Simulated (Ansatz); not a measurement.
Abridged output of a molecular run in Ansatz:

```
Functional definition: HF
1032 factors; integrals over basis functions are off by at most 7.7e-4 eV
mean field evaluation 1: about -7689.8846 eV, gradient 3.1e1 eV
mean field evaluation 2: about -7690.0423 eV, gradient 3.1e1 eV
mean field evaluation 4: about -7692.6662 eV, gradient 4.1e0 eV
mean field evaluation 8: about -7692.7265 eV, gradient 2.6e-1 eV
mean field -7692.72687148 eV, -282.7024982092 hartree, gradient 1.2e-6 eV, S^2 0.000000; 0 other end points of the search recorded, 0 dependent functions left out
6 core orbitals not correlated: weight in the atoms' cores, before any rotation towards them, 1.000 or more for the frozen orbitals, at most 0.000 for the correlated occupied ones
reference -7692.72687148 eV, -282.7024982092 hartree; 12, 12 occupied and 122, 122 virtual orbitals, 1032 factors
second order -16.94485189 eV of doubles, -0.00000000 eV of singles
cycle   1  -16.45851751 eV  change    4.9e-1 eV  update   1.1e-1
cycle   2  -17.01627626 eV  change   -5.6e-1 eV  update   3.4e-2
cycle   3  -17.10916677 eV  change   -9.3e-2 eV  update   1.6e-2
cycle   4  -17.10663045 eV  change    2.5e-3 eV  update   4.1e-3
cycle   5  -17.10826426 eV  change   -1.6e-3 eV  update   1.8e-3
cycle   6  -17.10853431 eV  change   -2.7e-4 eV  update   4.2e-4
cycle   7  -17.10862276 eV  change   -8.8e-5 eV  update   1.6e-4
cycle   8  -17.10869232 eV  change   -7.0e-5 eV  update   5.6e-5
cycle   9  -17.10870757 eV  change   -1.5e-5 eV  update   2.1e-5
perturbative correction -0.71750936 eV, -0.0263679828 hartree
Total energy: -7710.55308841 eV, -283.3575995984 hartree
```

Its atoms:

```xyz
5

N    -0.7766    1.2854   -1.9812
C    -0.4161    0.6886   -1.0613
In    0.2513   -0.4159    0.6410
H    -0.9685   -0.7537    1.7815
H     1.9100   -0.8044    0.6200
```

(1) Which basis set was used?
A. def2-QZVPP
B. cc-pV(D+d)Z
C. def2-TZVPP
D. def2-TZVPPD

(2) Write the keys of the input that set method, charge and spin (a neutral closed shell needs none for the last two).

Results:

(1) C. It gives 140 functions.

(2) 
```yaml
correlation: {method: ccsd_t}
```
